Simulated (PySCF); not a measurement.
[Lu(H2O)3]3+ at several levels of theory

Computed with PySCF 2.14.0 (density fitting, no spin-orbit coupling) at the geometry relaxed with PBE0:

```xyz
10
[Lu(H2O)3]3+ (singlet in the valence; each metal's 4f electrons, 14 of them, lie in its core potential, out of spins and levels)
Lu    0.0000    0.0000    0.0000
O     2.1871    0.0000    0.0000
H     2.8040    0.7227    0.2766
H     2.8040   -0.7227   -0.2766
O    -1.0935    1.8941    0.0000
H    -2.0278    2.0670    0.2766
H    -0.7761    2.7897   -0.2766
O    -1.0936   -1.8941    0.0000
H    -0.7762   -2.7897    0.2766
H    -2.0279   -2.0670   -0.2766
```

```tsv
level	basis	state	HOMO (eV)	gap (eV)	charge on Lu1 (e)	population of f-type functions on Lu1 (polarisation alone where 4f lies in the core)	dipole about the centre of mass (D)	largest force component (eV/Å)
PBE0	Lu lcecp-1-SVP with ECP60, O def2-SVP, H def2-SVP	singlet	-25.68	8.32	1.90	0.05	0.00	0.01
TPSS	the same	singlet	-23.91	5.91	1.82	0.04	0.00	0.41
PBE0	Lu lcecp-1-TZVP with ECP60, O def2-TZVP, H def2-TZVP	singlet	-25.67	8.36	2.15	0.05	0.00	0.32
```

In the lcecp rows the 4f levels are missing from HOMO and gap, and the state counts the valence alone.

Charges are Mulliken's, which hang on the basis. The relaxation used the grid (50, 194), these runs (75, 302) or, all-electron (x2c bases, spin-free X2C Hamiltonian), (99, 590).

Question: What does revPBE with Lu lcecp-1-SVP with ECP60, O def2-SVP, H def2-SVP give here?

Answer: state singlet, HOMO (eV) -23.77, gap (eV) 5.56, charge on Lu1 (e) 1.78, population of f-type functions on Lu1 (polarisation alone where 4f lies in the core) 0.04, dipole about the centre of mass (D) 0.00, largest force component (eV/Å) 0.43. Time: 6.9 s on 2 threads of AMD EPYC 7R43 64-Core Processor (Zen 3), on a shared host, from an already converged density.

In the first row's basis the gap widens with exact exchange: 5.6 to 5.9 eV for revPBE, TPSS (none); 8.3 eV for PBE0 (a fixed share).

A frequency check found unstable modes (1, the lowest at -21 cm⁻¹), so the relaxed geometry is a saddle point, or these are noise. An lcecp potential fixes the number of 4f electrons, so in runs with it no electron can move into or out of that shell.
